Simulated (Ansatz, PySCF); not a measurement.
H3P, triplet, geometry from GFN2-xTB (a higher spin typed on purpose: for a closed-shell molecule this is an excited state), atoms displaced at random by about 0.03 Å a coordinate. Base run: HF/STO-3G, gradient (PySCF).

Here is a job for PySCF.
```python
from pyscf import gto, scf

mol = gto.M(
    atom='''
P     0.01568875    0.01897138   -0.01752152
H     0.12211141    1.51971860    0.04616125
H     1.28096207   -0.08183893   -0.29873806
H    -0.18056003   -1.52120304   -0.05771002
''',
    basis='sto-3g',
    spin=2,
    verbose=3,
)

mf = scf.UHF(mol)
mf.kernel()
g = mf.nuc_grad_method()
grad = g.kernel()
```

Programs used: Ansatz (an electronic-structure program), PySCF; a row that names a program was run with it.

The coordinate followed is z of atom 3.

Variants of this job, named by their change:

| change | dE/dx (Eh/bohr) | net force (Eh/bohr) |
|---|---|---|
| base | 0.013735 | 0.000000 |
| conv_tol = 1e-6 | 0.013735 | 0.000000 |
| finite difference step (bohr) = 1e-3; conv_tol = 1e-11 | 0.013735 | - |
| conv_tol = 1e-4 | 0.013734 | 0.000000 |
| finite difference step (bohr) = 1e-5; conv_tol = 1e-11 | 0.013735 | - |
| finite difference step (bohr) = 0.2; conv_tol = 1e-11 | 0.012970 | - |
| finite difference step (bohr) = 0.01; conv_tol = 1e-11 | 0.013733 | - |
| conv_tol = 1e-11 | 0.013735 | 0.000000 |
| density fitting = on | 0.013733 | 0.000000 |
| finite difference step (bohr) = 0.05; conv_tol = 1e-11 | 0.013687 | - |
| code = ansatz | 0.013735 | 0.000000 |
| density fitting = on; auxbasis_response = off | 0.013754 | 0.000139 |

The net force is zero for an exact gradient.

Open shells are given as the SCF converged; they aren't shown to be the lowest states, and a large step between rows can be another state.
